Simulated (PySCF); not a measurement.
Calculation: ωB97X-D3(BJ)/def2-TZVP // B3LYP-D3(BJ)/def2-TZVP (PySCF). Isolated molecules, 0 K electronic values unless said otherwise. 

Reference species (SMILES): `BrB(Br)Br` (neutral, multiplicity 1).

```yaml
HOMO–LUMO gap: 10.69 eV
HOMO: -10.73 eV
S1 oscillator strength: 0.000
```

Changed species: `CB(C)Br` (2 of 3 Br replaced by CH3; the reference has 0 of 3 Br replaced by CH3).

Task: What does the change do to the HOMO–LUMO gap, HOMO and S1 oscillator strength?

Result: the HOMO–LUMO gap increases by 0.89 eV, to 11.58 eV; the HOMO rises by 0.43 eV, to -10.30 eV; the S1 oscillator strength hardly moves.
